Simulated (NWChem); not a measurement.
Molecule: SiH₄SO₃; SMILES O[Si](O)(O)S

```xyz
9

O     -1.3795     0.6963    -0.8383
Si    -0.0035     0.3500     0.0002
O      1.4115     0.8674    -0.6768
O     -0.1371     1.1559     1.4323
S      0.1017    -1.7774     0.0989
H     -1.7658     1.5536    -0.6289
H      1.7090     0.3886    -1.4564
H      0.6723     1.2624     1.9407
H     -1.2412    -1.9173     0.0981
```
Atoms are numbered in this order, from 1.

Program: NWChem. Pople sets run with spherical d functions. STO-3G and 3-21G are far too small for this property and stand as cheap habits. Structure relaxed at the PBE0/def2-SVP level. Field at 589 nm.

Order these by “isotropic polarisability (bohr³)”, lowest first: B3LYP/def2-SVP; B3LYP/STO-3G; B3LYP/aug-cc-pVDZ.

B3LYP/STO-3G (24.9), B3LYP/def2-SVP (42.4), B3LYP/aug-cc-pVDZ (59.9)
